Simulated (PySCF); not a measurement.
Two species compared at the same levels of theory.

First species: Cd(SiH3)2 (singlet state).
SMILES: `[SiH3][Cd][SiH3]`

Second species: C5H12Si.
Geometry (PBE0-D3(BJ)/def2-SVP, Å), atoms numbered from 1 in this order:
```xyz
18
C5H12Si angstrom
C      2.4175    0.6470   -0.3658
Si     0.8548    0.3721    0.6423
C     -0.5707    1.5637    0.2266
C     -1.5767    0.6816   -0.5321
C     -1.5544   -0.7276    0.0692
C     -0.0951   -1.2002    0.1505
H      2.8869    1.6138   -0.1261
H      2.1846    0.6400   -1.4424
H      3.1587   -0.1446   -0.1721
H      1.1962    0.4022    2.1024
H     -1.0163    1.9400    1.1629
H     -0.2612    2.4469   -0.3538
H     -1.2805    0.6175   -1.5947
H     -2.5936    1.1076   -0.5209
H     -1.9861   -0.6889    1.0856
H     -2.1862   -1.4214   -0.5104
H      0.2557   -1.5189   -0.8474
H      0.0428   -2.0578    0.8259
```

Levels: CAM-B3LYP/def2-SVPD for HOMO energy, LUMO energy, HOMO–LUMO gap and static isotropic polarisability; TDDFT CAM-B3LYP/def2-SVPD for lowest singlet excitation; TDA CAM-B3LYP/def2-SVPD for lowest triplet excitation (Tamm–Dancoff); ΔSCF CAM-B3LYP/def2-SVPD for vertical ionisation energy. Geometries: PBE0-D3(BJ)/def2-SVP. Each species is one conformer at its optimised geometry, gas phase (atoms past krypton carry core potentials, spin–orbit coupling is left out). Electronic properties by PySCF.

Values for the first species:

| Quantity | Value |
| --- | --- |
| HOMO energy | -7.85 eV |
| LUMO energy | -0.54 eV |
| HOMO–LUMO gap | 7.31 eV |
| Lowest singlet excitation | 4.23 eV |
| Lowest triplet excitation (Tamm–Dancoff) | 3.75 eV |
| Static isotropic polarisability | 104.3 au |
| Vertical ionisation energy | 8.59 eV |

(1) Estimate the same properties for the second species, and the change in each.

Answers

(1) 
```tsv
property	first	second	second less first
HOMO energy	-7.85 eV	-9.19 eV	-1.34 eV
LUMO energy	-0.54 eV	1.32 eV	+1.86 eV
HOMO–LUMO gap	7.31 eV	10.51 eV	+3.20 eV
lowest singlet excitation	4.23 eV	7.64 eV	+3.41 eV
lowest triplet excitation (Tamm–Dancoff)	3.75 eV	7.42 eV	+3.67 eV
static isotropic polarisability	104.3 au	84.0 au	-20.3 au
vertical ionisation energy	8.59 eV	9.90 eV	+1.31 eV
```

On the first: The vertical singlet–triplet gap S1 − T1 is 0.48 eV (TDDFT singlet less Tamm–Dancoff triplet). S1 lies 3.08 eV below the HOMO–LUMO gap. Atoms past krypton carry effective core potentials; spin–orbit coupling is left out.

On the second: The ΔSCF ionisation energy exceeds −ε(HOMO) by 0.71 eV with CAM-B3LYP. The principal polarisabilities are 76.5, 81.4 and 94.1 au; their mean is the isotropic value.
